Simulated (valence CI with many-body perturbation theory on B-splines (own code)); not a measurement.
**Hyperfine factors and g values of Pt71+**

Calculated by valence CI with perturbative core correlation (CI+MBPT): five valence electrons over a frozen Dirac-Fock core [He], radial functions for each j: 9 s, 9 p, 8 d, 6 f, 3 g, 1 h, with the one-electron correlation potential Σ1 (screened to all orders), the two-electron term Σ2, the three-electron term Σ3, Breit, model QED; selected single and double excitations, second order for the rest (own B-spline code, finite nucleus).

The last digits are not significant, and no measured levels were compared; by estimate large intervals hold to a few tenths of a per cent, small ones and those within an open d or f shell to about a per cent. Among the levels kept, up to 1200 cm⁻¹ of a level comes from second order outside the variational space, and about a tenth of that is noise between levels of different J, which matters for small intervals.

A/g_I is the dipole constant over the nuclear g factor μ/I (μ in nuclear magnetons, uniformly magnetised nucleus), B/Q the quadrupole constant per barn. Both hold the static response of the core; the bare values leave it out. Large factors of s and p1/2 electrons are usually good to 5 to 10 %; those of open d and f shells near neutrality can be off by tens of per cent, and small factors of p3/2, d and f electrons come from cancelling terms and can be off by a factor of two or in sign, in half-filled shells by more. B is blank for J = 1/2, where it vanishes, and for nearly pure S terms. Energies count from the lowest level.

Levels are named by their leading jj configuration (3d3/2^4 stands for four electrons in 3d with j = 3/2), which in mixed levels can hold well under half, so a name can repeat and another be missing. Letters in brackets count levels of one name in rising energy.

| Level | E (eV) | g | A/g_I (MHz) | A/g_I bare | B/Q (MHz/b) | B/Q bare |
| --- | --- | --- | --- | --- | --- | --- |
| (2s^2 2p1/2^2 2p3/2) J=3/2 | 0 | 1.305 | 975000 | 996000 | 1920000 | 1930000 |
| (2s^2 2p1/2 2p3/2^2) J=3/2 | 1777 | 1.430 | -747000 | -715000 | 88200 | 88300 |
| (2s^2 2p1/2 2p3/2^2) J=5/2 | 1800 | 1.157 | 2730000 | 2740000 | -4900 | -4910 |
| (2s^2 2p1/2 2p3/2^2) J=1/2 | 1858 | 0.609 | 9680000 | 9640000 |  |  |
| (2s 2p1/2^2 2p3/2^2) J=5/2 | 2154 | 1.435 | 6600000 | 6560000 | 208000 | 208000 |
| (2s 2p1/2^2 2p3/2^2) J=1/2 | 2269 | 1.981 | 2.91e+07 | 2.88e+07 |  |  |
| (2s 2p1/2^2 2p3/2^2) J=3/2 | 2270 | 1.165 | -4660000 | -4560000 | -177000 | -177000 |
| (2s^2 2p3/2^3) J=3/2 | 3640 | 1.283 | 1000000 | 1020000 | -2020000 | -2020000 |
| (2s 2p1/2 2p3/2^3) J=3/2 [a] | 3962 | 1.584 | 6680000 | 6640000 | -1540000 | -1540000 |
| (2s 2p1/2 2p3/2^3) J=5/2 | 4004 | 1.277 | 8380000 | 8330000 | -2180000 | -2180000 |
| (2s 2p1/2 2p3/2^3) J=1/2 | 4076 | 1.335 | -1.13e+07 | -1.11e+07 |  |  |
| (2s 2p1/2 2p3/2^3) J=3/2 [b] | 4083 | 0.998 | 167000 | 217000 | -653000 | -654000 |
| (2p1/2^2 2p3/2^3) J=3/2 | 4499 | 1.294 | 942000 | 984000 | -1960000 | -1960000 |
| (2s 2p3/2^4) J=1/2 | 5873 | 1.884 | 2.93e+07 | 2.90e+07 |  |  |
| (2p1/2 2p3/2^4) J=1/2 | 6309 | 0.609 | 9720000 | 9660000 |  |  |
| (2s^2 2p1/2^2 3s) J=1/2 | 9791 | 1.986 | 8400000 | 8340000 |  |  |
| (2s^2 2p1/2^2 3p1/2) J=1/2 | 9905 | 0.642 | 2880000 | 2860000 |  |  |
| (2s^2 2p1/2^2 3p3/2) J=3/2 | 10446 | 1.318 | 288000 | 296000 | 586000 | 587000 |
| (2s^2 2p1/2^2 3d3/2) J=3/2 | 10542 | 0.780 | 167000 | 167000 | 104000 | 104000 |
| (2s^2 2p1/2^2 3d5/2) J=5/2 | 10688 | 1.185 | 59800 | 59800 | 103000 | 104000 |
| (2s^2 2p1/2 2p3/2 3s) J=3/2 [a] | 11586 | 1.648 | 1690000 | 1690000 | 1250000 | 1250000 |
| (2s^2 2p1/2 2p3/2 3s) J=1/2 | 11597 | 1.289 | -4390000 | -4320000 |  |  |
| (2s^2 2p1/2 2p3/2 3s) J=5/2 | 11606 | 1.299 | 4230000 | 4220000 | 1890000 | 1890000 |
| (2s^2 2p1/2 2p3/2 3s) J=3/2 [b] | 11613 | 0.945 | 2470000 | 2490000 | 1110000 | 1110000 |
| (2s^2 2p1/2 2p3/2 3p1/2) J=1/2 | 11699 | 1.727 | -2550000 | -2500000 |  |  |
| (2s^2 2p1/2 2p3/2 3p1/2) J=3/2 [a] | 11705 | 1.120 | 1910000 | 1920000 | 391000 | 392000 |
| (2s^2 2p1/2 2p3/2 3p1/2) J=5/2 | 11718 | 1.035 | 3130000 | 3130000 | 1880000 | 1880000 |
| (2s^2 2p1/2 2p3/2 3p1/2) J=3/2 [b] | 11765 | 1.296 | 1510000 | 1530000 | 1920000 | 1920000 |
| (2s 2p1/2^2 2p3/2 3s) J=5/2 | 11919 | 1.580 | 8070000 | 8020000 | 1940000 | 1940000 |
| (2s 2p1/2^2 2p3/2 3s) J=3/2 [a] | 11950 | 1.414 | 9050000 | 8990000 | 1060000 | 1060000 |
| (2s 2p1/2^2 2p3/2 3s) J=1/2 | 12022 | 0.824 | -1.08e+07 | -1.06e+07 |  |  |
| (2s 2p1/2^2 2p3/2 3s) J=3/2 [b] | 12033 | 1.367 | -2390000 | -2320000 | 1410000 | 1410000 |
| (2s 2p1/2^2 2p3/2 3p1/2) J=3/2 [a] | 12044 | 1.648 | 9100000 | 9040000 | 1340000 | 1340000 |
| (2s 2p1/2^2 2p3/2 3p1/2) J=5/2 | 12044 | 1.318 | 6990000 | 6950000 | 1900000 | 1910000 |
| (2s 2p1/2^2 2p3/2 3p1/2) J=1/2 | 12137 | 1.256 | -9030000 | -8870000 |  |  |
| (2s 2p1/2^2 2p3/2 3p1/2) J=3/2 [b] | 12139 | 0.957 | -3150000 | -3080000 | 1100000 | 1100000 |
| (2s^2 2p1/2 2p3/2 3p3/2) J=5/2 [a] | 12230 | 1.402 | -576000 | -556000 | 2050000 | 2050000 |
| (2s^2 2p1/2 2p3/2 3p3/2) J=1/2 [a] | 12235 | 1.548 | -2470000 | -2440000 |  |  |
| (2s^2 2p1/2 2p3/2 3p3/2) J=3/2 [a] | 12240 | 1.117 | 3120000 | 3120000 | -1230000 | -1230000 |
| (2s^2 2p1/2 2p3/2 3p3/2) J=7/2 | 12246 | 1.210 | 1940000 | 1950000 | 2500000 | 2500000 |

Problem. Take the isotope of mass number 195, with I = 1/2, μ = 0.6073 μN. What is the hyperfine structure of (2s^2 2p3/2^3) J=3/2?

Solution. From the table A = 1220000 MHz. Shifts from the centre of gravity in MHz: F = 1: -1520000, F = 2: 915000.
